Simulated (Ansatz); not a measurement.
CH4O2Sn, 8 atoms. Total charge 0; spin multiplicity 1. Correlated methods include outer-core shells of Sn, which these sets cover unevenly. Sn takes the def2 core potential. The bonds changed during the relaxation, so this is another structure than the one it started from. All runs use 2 threads of an Arm Neoverse V1 on a shared host. Correlated methods freeze the cores.

(1) Give the basis size and wall time and peak host memory of each of these runs in Ansatz. RKS LC-ωPBE/def2-TZVPP energy; RKS PBE0-D4/def2-SVP energy; RHF-MP2/def2-QZVPP energy; RKS PBE0-D4/def2-TZVP frequencies; RHF-CCSD(T)/def2-SVP energy; RKS ωB97M-V/def2-QZVPP energy; RKS B3LYP-D4/def2-TZVPP energy and forces; RKS PBE0-D4/def2-TZVP relaxation (16 steps); RKS ωB97M-V/def2-SVP energy; RHF-CCSD(T)/def2-TZVPP energy; RKS CAM-B3LYP-D4/def2-TZVPP energy; direct RPA on PBE orbitals/def2-TZVPP energy. (Estimate.)

## Answers

(1) The calculation gave: Other jobs shared the machine, so times are rough.

| level | job | functions | wall time | peak host memory (GiB) |
| --- | --- | --- | --- | --- |
| RKS PBE0-D4/def2-SVP | energy | 88 | 1.7 s | 0.38 |
| RKS LC-ωPBE/def2-TZVPP | energy | 199 | 3.7 s | 0.38 |
| RKS CAM-B3LYP-D4/def2-TZVPP | energy | 199 | 4 s | 0.44 |
| RKS B3LYP-D4/def2-TZVPP | energy and forces | 199 | 5.5 s | 0.43 |
| RHF-CCSD(T)/def2-SVP | energy | 88 | 7.5 s | 0.38 |
| RKS ωB97M-V/def2-SVP | energy | 88 | 8 s | 0.38 |
| direct RPA on PBE orbitals/def2-TZVPP | energy | 199 | 11 s | 0.47 |
| RHF-MP2/def2-QZVPP | energy | 373 | 25 s | 1.6 |
| RKS ωB97M-V/def2-QZVPP | energy | 373 | 25 s | 1.1 |
| RKS PBE0-D4/def2-TZVP | relaxation (16 steps) | 167 | 71 s | 0.37 |
| RKS PBE0-D4/def2-TZVP | frequencies | 167 | 2.6 min | 0.38 |
| RHF-CCSD(T)/def2-TZVPP | energy | 199 | 3.2 min | 2.8 |

B3LYP here is the variant with VWN-RPA as its local correlation; programs differ in this. LC-ωPBE has ω = 0.4 bohr⁻¹.
